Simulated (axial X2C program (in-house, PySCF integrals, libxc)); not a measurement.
**Curves of GaF⁺ by EOM-IP-CCSD**

Calculated with an in-house all-electron X2C program for linear molecules (integrals from PySCF): two-component X2C with atomic mean-field Coulomb and Gaunt terms, Gaussian nuclei, basis Ga dyall-cv3z, F dyall-av3z with contracted cores.

Energies in eV from the lowest point of the lowest state; states are followed by energy order within each Ω. Reference: GaF, 20 electrons correlated in 94 virtual spinors with an MP2 remainder; levels at this size can be off by some tenths of an eV. Masses 68.926 and 18.998 u.

| R (Å) | (1)Ω=1/2 | (1)Ω=3/2 | (2)Ω=1/2 | (3)Ω=1/2 |
| --- | --- | --- | --- | --- |
| 1.645 | 0.0158 | 4.1788 | 4.2186 | 6.0019 |
| 1.716 | 0.0000 | 3.4907 | 3.5284 | 5.4105 |
| 1.788 | 0.1169 | 2.9737 | 3.0095 | 4.9732 |
| 1.869 | 0.3387 | 2.5466 | 2.5819 | 4.6374 |
| 1.949 | 0.5942 | 2.2338 | 2.2688 | 4.4372 |
| 2.056 | 0.9153 | 1.9394 | 1.9744 | 4.3550 |

No minimum in range: (1)Ω=3/2, (2)Ω=1/2, (3)Ω=1/2; the order of states may turn beyond it. T1 of the reference reaches 0.017 (Lee–Taylor). Curves followed by order can swap character. Number of frozen shells: Ga 3 s, 2 p; F 1 s. Roots with under 60 % one-particle weight at any point are counted in the labels but not shown, and the list ends where the roots sought for some Ω run out; states that need a further excitation are missing and may lie low or lowest. Curves with a minimum but no constants failed the fit check.
